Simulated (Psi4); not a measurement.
Interaction energy of CHN ··· H4Ge (SMILES C#N and [GeH4]), singlet. Monomers: optimised at B3LYP-D3(BJ) (def2-TZVP), held rigid. Orientation: a higher rigid-body minimum at GFN2-xTB. R is the distance of the centres of mass, along which the second monomer moves.

Geometry at R = 4.01 Å (first 3 atoms: monomer A):
```
8

C     -0.0265     0.0009     0.0000
N      1.1189    -0.0425     0.0000
H     -1.0924     0.0416     0.0000
Ge    -2.7213    -0.8541     2.2020
H     -3.4839    -0.7822     0.8708
H     -1.5647    -1.8566     2.0760
H     -3.6760    -1.3112     3.3149
H     -2.1607     0.5337     2.5465
``` The table gives interaction energies.

| R / Å | A | B | C |
|---|---|---|---|
| 3.45 | 41.20 | 18.40 | 27.08 |
| 3.59 | 28.43 | 10.25 | 17.66 |
| 3.83 | 15.14 | 2.57 | 8.25 |
| 4.01 | 9.56 | -0.16 | 4.54 |
| 4.21 | 5.87 | -1.59 | 2.28 |
| 4.41 | 3.74 | -2.10 | 1.12 |
| 4.72 | 2.02 | -2.03 | 0.37 |
| 5.05 | 1.18 | -1.56 | 0.14 |
| 5.55 | 0.62 | -0.89 | 0.08 |
| 6.18 | 0.33 | -0.39 | 0.07 |
| 7.18 | 0.15 | -0.11 | 0.05 |
| 8.52 | 0.06 | -0.03 | 0.03 |

Energies in kJ/mol.

Task: Assign the columns to these levels of theory: Psi4 1.11 with HF/aug-cc-pVDZ, counterpoise-corrected; Psi4 with PBE0-D3(BJ)/def2-TZVP, counterpoise-corrected; SAPT0/jun-cc-pVDZ, frozen core (Psi4).

Result: A is HF/aug-cc-pVDZ; B is PBE0-D3(BJ)/def2-TZVP; C is SAPT0/jun-cc-pVDZ.
